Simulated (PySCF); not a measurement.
**Bond length, frequency and bond energy of HgS⁺ by level of theory**

State: ²Π (doublet), unpaired electrons π ↑. Set-up: PySCF, scalar-relativistic core potentials, basis sets Hg def2-SVP with ECP60, S def2-SVP. De refers to Hg + S⁺ in their high-spin ground configurations, without counterpoise correction. The functionals are run spin-unrestricted. A positive dipole points towards S; it is taken about the centre of mass and depends on that origin.

```tsv
Level	Re (Å)	ωe (cm⁻¹)	De (eV)	μ (D)	CPU s a point (SCF and correlation, without the integrals)
ROHF	2.381	325	0.69	-1.79	0.1
ROHF-MP2	2.343	317	0.84	n/a	0.22
ROHF-SCS-MP2	2.365	306	0.92	n/a	n/a
ROHF-CCSD	2.380	300	0.99	n/a	n/a
ROHF-CCSD(T)	2.389	291	1.11	n/a	14
PBE	2.364	300	2.08	0.20	0.65
PW91	2.363	301	2.09	0.24	0.49
r²SCAN	2.341	317	2.00	-0.23	0.98
PBE0	2.348	316	1.99	-0.35	0.99
M06	2.379	303	1.90	-0.22	1.1
HSE06	2.354	313	1.98	-0.28	0.94
B2PLYP	2.366	315	1.61	-0.62	0.7
```

Which functional lies closest to ROHF-CCSD(T) in De, which farthest, and by how much do they differ from it?

Closest is B2PLYP (-2.3 pm in Re, +8.2 % in ωe, +0.50 eV in De against ROHF-CCSD(T) in the same basis), farthest PW91 (-2.6 pm in Re, +3.4 % in ωe, +0.98 eV in De). CCSD(T) converges more slowly with the basis than the functionals do and binds too weakly in this one, so the order can change at the basis-set limit.

What does the step from GGA to meta-GGA do here, going from PBE to r²SCAN?

r²SCAN less PBE: -2.3 pm in Re, +5.7 % in ωe, -0.08 eV in De. 

Correlated steps freeze 5 core orbitals. Correlated levels converge slowly with the basis: in double zeta they bind strong bonds too weakly, by up to about 1 eV, and carry superposition errors of some tenths. These are scalar-relativistic numbers at best; spin–orbit coupling would shift them, the dissociation energy most. For an ion De counts to the pair picked by the measured ionisation energies or electron affinities, which need not be the lowest pair at this level. B2PLYP dipoles, levels and charges come from its SCF part alone. The state was picked by a PBE0 search and need not be the measured ground state.

The whole job (state search and all levels along the bond) took about 3.7 min on 1 thread of Arm Neoverse V1 (shared host), peak memory 0.64 GiB.
